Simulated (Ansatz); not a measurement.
The H–H spacing of H10 chain is stretched (multiplicity 1).
Geometry at rest (charge 0, multiplicity 1):
| atom | x (Å) | y (Å) | z (Å) |
|---|---|---|---|
| H | 0.0000 | 0.0000 | 0.0000 |
| H | 0.0000 | 0.0000 | 0.9000 |
| H | 0.0000 | 0.0000 | 1.8000 |
| H | 0.0000 | 0.0000 | 2.7000 |
| H | 0.0000 | 0.0000 | 3.6000 |
| H | 0.0000 | 0.0000 | 4.5000 |
| H | 0.0000 | 0.0000 | 5.4000 |
| H | 0.0000 | 0.0000 | 6.3000 |
| H | 0.0000 | 0.0000 | 7.2000 |
| H | 0.0000 | 0.0000 | 8.1000 |

The values were computed with Ansatz (Gaussian orbitals). 

Natural occupations of CASSCF(10,10)/cc-pVDZ:

```csv
R (Å),occupations
0.900,1.984 1.979 1.969 1.948 1.895 0.119 0.053 0.028 0.016 0.010
1.800,1.769 1.738 1.679 1.578 1.422 0.594 0.429 0.319 0.253 0.218
3.600,1.078 1.070 1.058 1.043 1.025 0.975 0.957 0.942 0.929 0.922
```

Question: Count the electrons that have left the 5 most occupied orbitals, and the effectively unpaired electrons Σ min(n, 2 − n).

Answer: 
- R = 0.900 Å: 0.23 electrons in the weakly occupied orbitals, 0.45 unpaired
- R = 1.800 Å: 1.81 electrons in the weakly occupied orbitals, 3.63 unpaired
- R = 3.600 Å: 4.73 electrons in the weakly occupied orbitals, 9.45 unpaired
Each bonding pair that breaks into one electron on either fragment adds two; pairs that stay whole add only the little that their own correlation moves into empty orbitals.

Ansatz is a first-principles code.
